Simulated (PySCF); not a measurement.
Consider chlorobenzene, `Clc1ccccc1` (C6H5Cl). Atom numbers as in the mapped SMILES `[Cl:1][c:2]1[cH:3][cH:4][cH:5][cH:6][cH:7]1`. These are map numbers, not IUPAC locants.

Energies: ωB97X-D3(BJ)/ma-def2-TZVP (PySCF, density fitting, integration grid level 2) on PBE0-D3(BJ)/def2-SVP structures. Zero-point and thermal terms (298.15 K, 1 bar) come from unscaled PBE0-D3(BJ)/def2-SVP harmonic frequencies, with soft modes damped to free rotors in the entropy.

Question: What are the vertical and the adiabatic ionisation energy for forming the radical cation?

Answer: 9.17 eV vertical and 8.95 eV adiabatic, the latter with zero-point energy.

Question: Where does the unpaired spin of the relaxed radical cation sit?

Answer: C5 (aromatic carbon) 0.41, C2 (aromatic carbon) 0.30, Cl1 (chlorine) 0.20, C3 (aromatic carbon) 0.10 (intrinsic atomic orbital populations).

Question: What oxidation potential follows in acetonitrile (IEF-PCM), given that Fc+/Fc comes at 4.54 V absolute with this functional and basis?

Answer: In the gas phase ΔG of oxidation is 8.928 eV, and solvation is -12.7 kJ/mol for the parent and -218.8 kJ/mol for the product, so the absolute potential is 6.79 V, or 2.25 V against Fc+/Fc. Fc+/Fc in acetonitrile, 4.54 V, is ωB97X-D3(BJ)/ma-def2-TZVP on PBE0-D3(BJ)/def2-SVP structures with GFN2-xTB thermal terms. Benchmark calculations put it near 5.0 V in acetonitrile and DMSO, so it is about 0.5 V low, and the value against it can read up to that much too high. The solvent is electrostatics only, on gas-phase structures; the absolute scale refers to an electron at rest in vacuum.

Question: How far is −ε(HOMO) from the vertical value by ΔSCF?

Answer: −ε(HOMO) = 9.35 eV, which is 0.19 eV above the ΔSCF value.

Note: spin-orbit coupling is left out of the energies, which matters for open shells on the heavier atoms.

Differences come from unrounded values, so a last digit can differ from that of the printed terms.
